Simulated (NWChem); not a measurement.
# CrO$_{2}$BrCl; SMILES [Br][Cr](=[O])([Cl])=[O]

```xyz
5

Cr     0.3957     0.5131     0.0000
O      1.2585     0.7802     1.2681
O      1.2585     0.7802    -1.2681
Cl    -1.2861     1.8202     0.0000
Br    -0.2632    -1.6701     0.0000
```
Atoms are numbered in this order, from 1.

Computed with NWChem. Coordinates come from a PBE-D3(BJ)/def2-SVP optimisation. No frequency run checked for a minimum. Vzz is the largest principal value of the second derivative of the potential at the nucleus (NWChem prints the opposite sign); η is the asymmetry. Non-relativistic.

Predict the results for Hartree-Fock/def2-SVP. Quantities: Vzz Cr1 (a.u.); η Cr1; Vzz O3 (a.u.); η O3; Vzz Cl4 (a.u.); η Cl4; Vzz Br5 (a.u.); η Br5.


```yaml
Vzz Cr1 (a.u.): -0.562
"η Cr1": 0.61
Vzz O3 (a.u.): -1.373
"η O3": 0.60
Vzz Cl4 (a.u.): 2.096
"η Cl4": 0.30
Vzz Br5 (a.u.): 5.071
"η Br5": 0.21
```
